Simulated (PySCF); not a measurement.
Species: 2-ethynylpyridine, C7H5N.
SMILES: `n1c(cccc1)C#C`

The closed-shell ground state was solved at several levels (PySCF, density fitting, gas phase, non-relativistic). Geometry: PBE0-D3(BJ)/def2-SVP; no solvent, vibrations or thermal averaging.

```csv
level,basis functions,HOMO (eV),LUMO (eV),gap (eV),dipole (D)
PBE0/pcSseg-1,161,-7.25,-1.43,5.82,2.40
HF/pcSseg-2,358,-9.07,2.04,11.11,2.51
B3LYP/def2-SVPD,200,-7.02,-1.64,5.38,2.38
```

Task: Estimate the row for B3LYP/pcJ-1, a basis of 266 functions; the other rows only guide the guess.

Result: HOMO -7.01 eV, LUMO -1.58 eV, gap 5.43 eV, dipole 2.40 D.

Task: Over all these levels, which gives the widest orbital gap and which the narrowest?

Result: HF/pcSseg-2 (Hartree–Fock, all exact exchange) has the widest, 11.11 eV, and B3LYP/def2-SVPD (global hybrid, 20 % exact exchange) the narrowest, 5.38 eV. Functional and basis both differ between the two, so the spread mixes both effects. The HOMO need not be the same orbital at Hartree–Fock and at DFT levels.

Task: How far do the dipole and the HOMO energy spread over the levels?

Result: The dipole runs from 2.38 to 2.51 D (mean 2.42 D) and the HOMO from -9.07 to -7.01 eV.
